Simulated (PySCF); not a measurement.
**Radial density of B (boron, neutral)**

UHF, [He] 2s2 3s1, 2S determinant (an excited configuration). All numbers are calculated (PySCF 2.14, the spin-free X2C one-electron Hamiltonian (Gaussian nucleus), in aug-cc-pVQZ-DK).

```csv
r (bohr),4πr²ρ (e/bohr),4πr²(ρα − ρβ)
0.00493,0.02182,0.0001
0.00829,0.05900,0.0002
0.0140,0.1567,0.0004
0.0235,0.4014,0.0011
0.0395,0.9663,0.0026
0.0664,2.090,0.0056
0.112,3.786,0.0095
0.188,5.110,0.0107
0.316,4.241,0.0039
0.531,1.655,0.0012
0.894,0.8353,0.0314
1.50,1.227,0.0340
2.53,0.4981,-0.0028
4.25,0.1795,0.1502
7.15,0.1656,0.1655
12.0,0.003362,0.0034
```

Densities and radii are taken from the X2C orbitals without a picture-change correction, which distorts them close to the nucleus.

The outer electron is Rydberg-like, and this basis confines it to a smaller radius and binds it less than a complete one would.

(1) Where is the radial spin density 4πr²(ρα − ρβ) most negative, and why is it negative at all?

Answers

(1) Around r = 2.53 bohr, down to -0.0028 e/bohr: exchange with the open shell polarises the paired shells in an unrestricted calculation.
